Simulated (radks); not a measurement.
All-electron atom: Rh+ in [Kr] 4d8 (the NIST ground configuration).

Method: Dirac Kohn-Sham, BLYP, spin-unpolarised, spherical densities, finite nucleus; open shells fill j = l - 1/2 first; Fermi nuclear charge, rms radius 4.4945 fm; computed with a radial shooting solver on a logarithmic mesh with Libxc functionals.

Energy parts (Ry):
| part | energy |
|---|---|
| total | -9570.48058 |
| kinetic | 9977.72842 |
| electron-nucleus | -23143.69302 |
| Hartree | 3873.87530 |
| exchange-correlation | -278.39127 |

Orbitals (lengths in bohr, moments of r in powers of bohr; <r^-3> diverges for s and p1/2):
1s1/2: occ. 2; eigenvalue (Ry) -1693.196; <r> 0.03263; small-component weight 2.71e-02
2s1/2: occ. 2; eigenvalue (Ry) -245.8880; <r> 0.1416; small-component weight 5.62e-03
2p1/2: occ. 2; eigenvalue (Ry) -227.7330; <r> 0.1203; small-component weight 5.64e-03
2p3/2: occ. 4; eigenvalue (Ry) -217.0976; <r> 0.1252; <r^-3> 3022; small-component weight 5.43e-03
3s1/2: occ. 2; eigenvalue (Ry) -44.37587; <r> 0.3906; small-component weight 1.55e-03
3p1/2: occ. 2; eigenvalue (Ry) -37.26947; <r> 0.3831; small-component weight 1.50e-03
3p3/2: occ. 4; eigenvalue (Ry) -35.44029; <r> 0.3939; <r^-3> 527.8; small-component weight 1.44e-03
3d3/2: occ. 4; eigenvalue (Ry) -22.84838; <r> 0.3684; <r^-3> 79.64; small-component weight 1.33e-03
3d5/2: occ. 6; eigenvalue (Ry) -22.48760; <r> 0.3719; <r^-3> 75.36; small-component weight 1.31e-03
4s1/2: occ. 2; eigenvalue (Ry) -6.61847; <r> 0.9801; small-component weight 3.78e-04
4p1/2: occ. 2; eigenvalue (Ry) -4.46111; <r> 1.061; small-component weight 3.24e-04
4p3/2: occ. 4; eigenvalue (Ry) -4.17338; <r> 1.092; <r^-3> 82.95; small-component weight 3.09e-04
4d3/2: occ. 4; eigenvalue (Ry) -1.00963; <r> 1.540; <r^-3> 6.732; small-component weight 1.69e-04
4d5/2: occ. 4; eigenvalue (Ry) -0.98013; <r> 1.563; <r^-3> 6.271; small-component weight 1.64e-04

The highest occupied level is 4d5/2 at -13.335 eV. The electron density at the nucleus is 1.21e+05 e/bohr^3.
